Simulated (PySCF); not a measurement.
**Computed spin Hamiltonian**

Compound: C7H11N (charge +1 and doublet state).
Structure used (GFN2-xTB), in Å, numbered top down from 1:
```
atom  x, y, z in Å
C1    -2.0781    1.3384   -0.6919
C2    -1.4576    0.2192   -0.2365
C3    -2.1939   -1.0204    0.1089
C4    -0.0210    0.2308   -0.0805
N5     0.6948    1.2692   -0.3532
C6     2.0603    1.0553   -0.1305
C7     2.2291   -0.3852    0.3752
C8     0.7970   -0.9278    0.4052
H9    -3.1466    1.3719   -0.8282
H10   -1.5132    2.2254   -0.9287
H11   -1.8256   -1.8652   -0.4766
H12   -3.2592   -0.9074   -0.0675
H13   -2.0375   -1.2825    1.1575
H14    2.4309    1.8223    0.5657
H15    2.6044    1.2691   -1.0625
H16    2.8728   -0.9625   -0.2896
H17    2.6980   -0.4086    1.3599
H18    0.4777   -1.2330    1.4057
H19    0.6580   -1.7997   -0.2398
```

The hyperfine couplings belong to this conformer and change with its torsions.

As a line formula: `[CH2+][C](C)C1=NCCC1` [radical] (charge +1).

The calculation used UKS B3LYP, pcH-1 on C H N, non-relativistic, mean-field spin-orbit, GIAO in PySCF. One conformer (not necessarily the lowest) at the GFN2-xTB geometry, without solvent, vibrations or thermal averaging. A GFN2-xTB geometry isn't a minimum of the functional, and hyperfine couplings can be far from their values at a DFT geometry, by a factor of two or more for some ions and for spin on atoms past the first row. No stability test was run, so a lower SCF solution isn't excluded.

```json
{"g1, g2, g3": "2.00216, 2.00357, 2.00958", "g_iso": "2.00510", "Form of g": "rhombic: the two nearest values differ by 19 % of g3 − g1", "⟨S²⟩": "0.7686 (exact 0.7500)", "Total energy": "-327.80522 Eh"}
```

Hyperfine couplings atom by atom, in mT; T1 to T3 are the principal values of the dipolar part; ρ(0) is the spin density at the nucleus (MHz turned into mT with g_iso):

| atom | isotope | a_iso | T1 | T2 | T3 | Mulliken spin population | ρ(0) (bohr⁻³) |
| --- | --- | --- | --- | --- | --- | --- | --- |
| C1 | 13C | 1.08 | -1.31 | -1.29 | 2.59 | 0.45 | 0.0271 |
| C2 | 13C | -0.19 | -0.38 | -0.29 | 0.67 | 0.11 | -0.0046 |
| C3 | 13C | -0.18 | -0.08 | -0.01 | 0.09 | 0.00 | -0.0045 |
| C4 | 13C | -0.41 | -0.06 | -0.03 | 0.08 | -0.03 | -0.0102 |
| N5 | 14N | 0.44 | -0.61 | -0.59 | 1.20 | 0.35 | 0.0379 |
| C6 | 13C | -0.73 | -0.21 | -0.10 | 0.31 | -0.02 | -0.0183 |
| C7 | 13C | -0.08 | -0.05 | 0.00 | 0.05 | 0.01 | -0.0020 |
| C8 | 13C | -0.12 | -0.06 | -0.01 | 0.06 | 0.00 | -0.0030 |
| H9 | 1H | -1.05 | -0.63 | -0.10 | 0.73 | -0.02 | -0.0066 |
| H10 | 1H | -1.03 | -0.49 | -0.15 | 0.64 | -0.02 | -0.0065 |
| H11 | 1H | 1.31 | -0.09 | -0.05 | 0.14 | 0.01 | 0.0082 |
| H12 | 1H | -0.03 | -0.08 | -0.06 | 0.14 | 0.00 | -0.0002 |
| H13 | 1H | 1.36 | -0.09 | -0.05 | 0.14 | 0.01 | 0.0085 |
| H14 | 1H | 5.16 | -0.20 | -0.11 | 0.30 | 0.06 | 0.0324 |
| H15 | 1H | 5.20 | -0.20 | -0.10 | 0.30 | 0.06 | 0.0326 |
| H16 | 1H | 0.54 | -0.07 | -0.05 | 0.11 | 0.00 | 0.0034 |
| H17 | 1H | 0.53 | -0.07 | -0.05 | 0.11 | 0.00 | 0.0033 |
| H18 | 1H | 1.03 | -0.07 | -0.04 | 0.11 | 0.01 | 0.0065 |
| H19 | 1H | 1.03 | -0.08 | -0.04 | 0.11 | 0.01 | 0.0065 |

The largest Mulliken spin populations are on C1 (+0.45), N5 (+0.35) and C2 (+0.11).

C2, the radical centre as drawn in `[CH2+][C](C)C1=NCCC1`, holds a spin population of +0.11 out of 1.

Axes: g2 points within 6° of the C1–C2 bond.

Under fast tumbling the dipolar parts average out, and these isotropic splittings remain (the largest six): 2 × 1H (H14/H15, I = 1/2, 3 lines) with 5.18 mT, 1 × 1H (H9, I = 1/2, 2 lines) with 1.05 mT, 1 × 1H (H10, I = 1/2, 2 lines) with 1.03 mT, 2 × 1H (H18/H19, I = 1/2, 3 lines) with 1.03 mT, 3 × 1H (H11/H12/H13, I = 1/2, 4 lines) with 0.88 mT and 2 × 1H (H16/H17, I = 1/2, 3 lines) with 0.53 mT.

Means are taken over nuclei equivalent by connectivity, which assumes that they swap fast. H9 and H10 aren't averaged: C1 is flat or nearly so (angle sum 360°), and its turn about the short C1–C2 bond (1.36 Å) is taken as slow. The three 1H nuclei of mean +24.7 MHz run from -0.8 to 38.2 MHz in the frozen geometry.

The 13C coupling of C1 (30.4 MHz) shows only in satellite lines or after enrichment, since that isotope makes up about 1.07 % of natural carbon.

Hardware: Arm Neoverse V1, one thread, no GPU (shared host). Cost: 1.9 min wall (grids of density and orbitals included), 1.1 GiB resident at most.
